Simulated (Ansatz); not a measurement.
Stepwise substitution at one centre (Ga SiH3-SH). All species are isolated molecules in the gas phase. One relaxed conformer stands for each flexible species; it need not be the lowest. Strings in code marks are SMILES.

Quantity: vertical ionisation energy (energy after one electron is removed minus that of the parent at the parent's geometry), in eV.

Case: `[SiH3][Ga]([SiH3])[SH]` (Si–Ga–S–H torsion 1°). Geometry of `[SH][Ga]([SiH3])[SiH3]` (neutral, multiplicity 1, Å):

```xyz
11

Si     2.0155    -0.5632    -0.4356
Ga    -0.0903     0.4516     0.1544
Si    -2.2952    -0.5206     0.1253
S     -0.0361     2.5565     0.8241
H      1.9519    -1.1576    -1.7996
H      2.3410    -1.6567     0.5224
H      3.1263     0.4280    -0.4065
H     -3.3271     0.4035     0.6673
H     -2.3114    -1.7740     0.9300
H     -2.6667    -0.8768    -1.2729
H      1.2919     2.7093     0.6912
```

### Question
What is the computed vertical ionisation energy (energy after one electron is removed minus that of the parent at the parent's geometry) (HF/cc-pVTZ // PBE0-D3(BJ)/def2-TZVP (Ansatz, a first-principles code))?

### Answer
8.61 eV.
